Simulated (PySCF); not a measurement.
# From HF to CCSD(T): MH along the fifth-period p block

HF and CCSD(T) in PySCF with def2-TZVP on every atom (core potentials on In, Sb, Te, I), for the lowest determinant that a PBE0 search found; no spin–orbit coupling.

| molecule | state (unpaired electrons) | HF Re (Å) | HF ωe (cm⁻¹) | HF De (eV) | CCSD(T) Re (Å) | CCSD(T) ωe (cm⁻¹) | CCSD(T) De (eV) |
| --- | --- | --- | --- | --- | --- | --- | --- |
| InH | singlet (closed shell) | 1.843 | 1529 | 1.83 | 1.835 | 1512 | 2.61 |
| SbH | triplet (π ↑↑) | 1.703 | 2034 | 1.62 | 1.712 | 1938 | 2.43 |
| TeH | doublet (π ↑) | 1.646 | 2260 | 1.88 | 1.656 | 2147 | 2.79 |
| HI | singlet (closed shell) | 1.597 | 2457 | 2.28 | ? | ? | ? |

(1) Estimate the CCSD(T) values of HI by adding the mean shift from HF to CCSD(T) of the other rows, and compare with the calculation.

(2) What are the mean differences of HF from CCSD(T) over the whole series?

In a basis of this size CCSD(T) is itself not converged; it tends to give bonds that are too long and too weak.

Correlated steps freeze 4 core orbitals. These are scalar-relativistic numbers at best; spin–orbit coupling would shift them, the dissociation energy most. Where the molecule has an RHF reference, its open-shell atoms are computed with UHF. States were picked by a PBE0 search and need not be the measured ground states.

## Answers

(1) The mean shifts are +0.4 pm, -75 cm⁻¹ and +0.83 eV, which give 1.601 Å, 2382 cm⁻¹ and 3.11 eV. CCSD(T)/def2-TZVP gives Re = 1.607 Å, ωe = 2338 cm⁻¹, De = 3.29 eV.

(2) Re -0.5 pm, ωe +86 cm⁻¹, De -0.88 eV.
